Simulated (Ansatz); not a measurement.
Cost and result for the atomization energy of `O[SiH](Cl)C#C[SiH](Cl)Cl` (11 atoms, 10 bonds).

```xyz
11

O    -0.6178    1.5250   -2.5819
Si   -1.1236    0.1403   -1.8981
Cl   -0.6275   -1.4921   -3.0262
C    -0.3393   -0.1084   -0.2675
C     0.1853   -0.2555    0.8169
Si    0.9711   -0.5041    2.4312
Cl   -0.0560    0.5489    3.8369
Cl    2.8915    0.1644    2.3319
H     0.3239    1.6838   -2.6697
H    -2.5859    0.2242   -1.7818
H     0.9783   -1.9266    2.8084
```

Total charge 0; spin multiplicity 1. The geometry is a stationary point of PBE0-D4/def2-TZVP. It is one conformer, not always the lowest. Program: Ansatz. All runs use 3 threads of an AMD EPYC 7R13 on a shared host and a share of an NVIDIA H100 80 GB. Times are those of one run each, without the atoms' runs, and a repeat can differ threefold. Electronic energies, without spin–orbit coupling; frozen cores. CCSD(T)/CBS adds CCSD(T) − MP2 in def2-TZVPP to the MP2 limit, and its time is that of the two runs behind it. T1 = 0.011. B3LYP takes the VWN-RPA correlation (the form of Gaussian; ORCA's B3LYP/G).

CCSD(T)/CBS is a level of theory with its own doubt, some kJ/mol a heavy atom from the limit and from the frozen cores, so smaller differences don't rank the functionals.

```
                            level  functions  wall time  atomization (kJ/mol)  difference from CCSD(T)/CBS  per bond
             revPBE-D4/def2-TZVPP        345      2.1 s                4280.4                        -45.5      -4.5
               BLYP-D4/def2-TZVPP        345      2.4 s                4269.5                        -56.4      -5.6
                 CCSD(T)/def2-SVP        147      2.6 s                3968.9                       -357.0     -35.7
                B2PLYP/def2-TZVPP        345        3 s                4251.0                        -74.9      -7.5
              PBE-QIDH/def2-TZVPP        345      3.3 s                4306.5                        -19.4      -1.9
               PBE0-D4/def2-TZVPP        345      3.8 s                4314.5                        -11.4      -1.1
 ωB97M-V/def2-TZVPP (with forces)        345      4.5 s                4335.7                          9.8       1.0
                B97M-V/def2-TZVPP        345      4.6 s                4351.0                         25.1       2.5
B3LYP-D4/def2-TZVPP (with forces)        345        5 s                4269.3                        -56.6      -5.7
                   MP2/def2-QZVPP        611      5.5 s                4440.2                        114.3      11.4
               ωB97X-V/def2-TZVPP        345      6.5 s                4324.5                         -1.4      -0.1
               CCSD(T)/def2-TZVPP        345       14 s                4179.7                       -146.2     -14.6
                CCSD(T)/CBS(def2)          –       19 s                4325.9                          0.0       0.0
```

From BLYP to BHLYP (50 % exact exchange), in def2-TZVPP and without D4, the atomization energy moves by −93.4 kJ/mol: exact exchange takes away binding that semilocal exchange gives to molecules. In def2-TZVPP, CCSD(T) changes the Hartree–Fock value by +1037.6 kJ/mol (the triples alone add +90.8 kJ/mol) and MP2 by +1211.2 kJ/mol; breaking electron pairs costs correlation energy, which Hartree–Fock lacks. The D4 term adds +62.5 kJ/mol with B3LYP and +33.3 kJ/mol with PBE0; it sums over pairs of atoms, weighted by their polarisabilities, and B3LYP, whose exchange is more repulsive, gets the larger term.
